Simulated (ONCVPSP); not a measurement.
Transferability test, ONCV potential for Ca (Z = 20)

- Element: calcium (Ca)
- Generator: ONCVPSP 4.0.1
- Type: optimised norm-conserving Vanderbilt (ONCV)
- Functional: PBE
- Relativity: scalar-relativistic
- Frozen core: [Ne]
- Valence charge: 10
- Reference configuration: 3s2 3p6 4s2
- Partial waves: 3s+4s: rc 1.95 bohr, ncon 4, nbas 8, qcut 7.4 1/bohr, 2 projectors; 3p: rc 1.50 bohr, ncon 3, nbas 6, qcut 8.9 1/bohr, 2 projectors, debl 3.3 Ha; d scattering state at 0.29 Ha: rc 1.65 bohr, ncon 4, nbas 7, qcut 5.6 1/bohr, 2 projectors, debl 1.6 Ha
- Local potential: polynomial inside 1.50 bohr (lpopt 3, dvloc0 4 Ha)
- Core correction: none

In the d channel the program set the typed energies aside and used 0.050, 1.650 Ha.

Energies are relative to the spin-unpolarised reference configuration 3s2 3p6 4s2; without spin polarisation the order of configurations can differ from experiment.

Task: Give the all-electron excitation energy and the error of the potential for: 3s2 3p6 4s1; 3s2 3p6 4s0; 3s2 3p6 4s1.5; 3s2 3p6 3d1 4s0.

Result:

| valence configuration | charge | ΔE all-electron (eV) | error AE − PS (meV) |
| --- | --- | --- | --- |
| 3s2 3p6 4s1 | +1 | 6.309 | -0.3 |
| 3s2 3p6 4s0 | +2 | 18.130 | -1.3 |
| 3s2 3p6 4s1.5 | +0.5 | 2.504 | -0.1 |
| 3s2 3p6 3d1 4s0 | +1 | 7.689 | +7.3 |

Levels in the configuration 3s2 3p6 4s1:

```tsv
level	all-electron (eV)	pseudo (eV)
3s	-53.993	-53.999
3p	-34.882	-34.883
4s	-8.966	-8.966
```
